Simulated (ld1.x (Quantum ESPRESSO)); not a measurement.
# Configuration tests for Si (TM)

silicon (Si), norm-conserving Troullier–Martins (Kleinman–Bylander form), made with ld1.x (Quantum ESPRESSO) 7.5 (LDA (PZ), scalar-relativistic). Core [Ne], reference 3s1.75 3p2.25. Waves: 3s (bound): rc 1.70 bohr; 3p (bound): rc 1.60 bohr. Local part: all-electron potential smoothed inside 1.55 bohr (lloc = -1). Core correction: none.

Energies are relative to the spin-unpolarised reference configuration 3s1.75 3p2.25; without spin polarisation the order of configurations can differ from experiment. Spin-polarised rows fill each open shell by Hund’s rule, majority spin first. The frozen-core shift is the all-electron ΔE with the core orbitals held at their reference shape minus the fully relaxed ΔE.

Task: Give the all-electron excitation energy and the error of the potential for: 3s2 3p2; 3s2 3p1; 3s2 3p0; 3s0 3p4; 3s2 3p1.5; 3s1 3p0; 3s1 3p2; 3s1.75 3p2.25 (spin-polarised); 3s2 3p2 (spin-polarised).

Result:

```json
{"valence configuration": "3s2 3p2", "charge": "0", "ΔE all-electron (eV)": "-1.685", "error AE − PS (meV)": "+0.4", "frozen-core shift (meV)": "0.0"}
{"valence configuration": "3s2 3p1", "charge": "+1", "ΔE all-electron (eV)": "6.144", "error AE − PS (meV)": "+3.2", "frozen-core shift (meV)": "+1.0"}
{"valence configuration": "3s2 3p0", "charge": "+2", "ΔE all-electron (eV)": "22.258", "error AE − PS (meV)": "+35", "frozen-core shift (meV)": "+12"}
{"valence configuration": "3s0 3p4", "charge": "0", "ΔE all-electron (eV)": "12.095", "error AE − PS (meV)": "+18", "frozen-core shift (meV)": "+2.5"}
{"valence configuration": "3s2 3p1.5", "charge": "+0.5", "ΔE all-electron (eV)": "1.280", "error AE − PS (meV)": "+0.4", "frozen-core shift (meV)": "+0.1"}
{"valence configuration": "3s1 3p0", "charge": "+3", "ΔE all-electron (eV)": "56.403", "error AE − PS (meV)": "+226", "frozen-core shift (meV)": "+73"}
{"valence configuration": "3s1 3p2", "charge": "+1", "ΔE all-electron (eV)": "13.557", "error AE − PS (meV)": "+15", "frozen-core shift (meV)": "+3.2"}
{"valence configuration": "3s1.75 3p2.25 (spin-polarised)", "charge": "0", "ΔE all-electron (eV)": "-1.006", "error AE − PS (meV)": "+82", "frozen-core shift (meV)": "+1.2"}
{"valence configuration": "3s2 3p2 (spin-polarised)", "charge": "0", "ΔE all-electron (eV)": "-2.296", "error AE − PS (meV)": "+41", "frozen-core shift (meV)": "+0.7"}
```

Levels in the configuration 3s2 3p1:

```json
{"level": "3s", "all-electron (eV)": "-19.109", "pseudo (eV)": "-19.092"}
{"level": "3p", "all-electron (eV)": "-11.753", "pseudo (eV)": "-11.742"}
```
